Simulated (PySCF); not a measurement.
Sb⁴⁷⁺: ionisation energy

Sb⁴⁷⁺ [He] 2s2 (1S) → Sb⁴⁸⁺ [He] 2s1 (2S), as a difference of total energies. All numbers are calculated (PySCF 2.14, the spin-free X2C one-electron Hamiltonian (Gaussian nucleus), in an uncontracted even-tempered set (19 s from 24 bohr⁻², ratio 2.2; 8 p from 36 bohr⁻², ratio 2.4; 5 d from 110 bohr⁻², ratio 2.4; 5 f from 160 bohr⁻², ratio 2.4; 4 g from 240 bohr⁻², ratio 2.4)). Correlated levels: nothing frozen; virtual orbitals above 40 to 60 times the deepest correlated orbital energy dropped. The calculations carry no spin-orbit coupling.

```tsv
method	ionisation energy (eV)
UHF	8462.2
LDA	8457.5
PBE	8467.9
PBE0	8466.8
r2SCAN	8460.5
BP86	8468.5
B3LYP	8466.1
MP2 (all electrons)	8468.0
SCS-MP2 (all electrons)	8469.1
```

**Question.** How much does correlation contribute at MP2 (all electrons)?

**Answer.** 8468.0 − (8462.2) = 5.8 eV, measured against UHF.

For this ion Breit and QED terms and the two-electron picture change, all absent here, outweigh the differences among the correlated methods.

For comparison: 8455 ± 4 eV (theoretical estimate listed by NIST; NIST Atomic Spectra Database, ionization energies).
